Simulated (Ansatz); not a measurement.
## Ligand exchange: BH2Cl + KSH → BH2(SH) + KCl

Species: BH2Cl `BCl`, singlet; KSH `[SH][K]`, singlet; BH2(SH), singlet; KCl, singlet. The partners trade Cl for SH: B–Cl and K–SH bonds give way to B–SH and K–Cl.

Shapes, held fixed at every level: PBE0-D4/def2-TZVP. Programs: Ansatz 0.2.0. The zero-point and thermal change to 298 K, harmonic and unscaled (PBE0-D4/def2-TZVP), is +4.6 kJ/mol.

```csv
level,kind,ΔH(298 K) (kJ/mol),less CCSD(T)/def2-TZVPP
HF/def2-SVP,Hartree–Fock,-87.4,-3.9
HF/def2-TZVPP,Hartree–Fock,-88.2,-4.7
B3LYP-D4/def2-TZVPP,global hybrid,-87.9,-4.4
BHLYP-D4/def2-TZVPP,global hybrid,-89.8,-6.3
PBE0-D4/def2-TZVPP,global hybrid,-88.4,-4.9
CCSD(T)/def2-SVP,coupled cluster or CI,-85.1,-1.6
CCSD/def2-SVP,coupled cluster or CI,-85.0,-1.5
CCSD(T)/def2-TZVPP,coupled cluster or CI,-83.5,0.0
```

The highest level, CCSD(T)/def2-TZVPP, gives ΔH(298 K) = -83.5 kJ/mol; the levels span -89.8 to -83.5. The column of differences is taken from that level and isn't an error. No measured value is set beside it here. Correlated rows may include outer-core shells of K, which these sets cover unevenly.
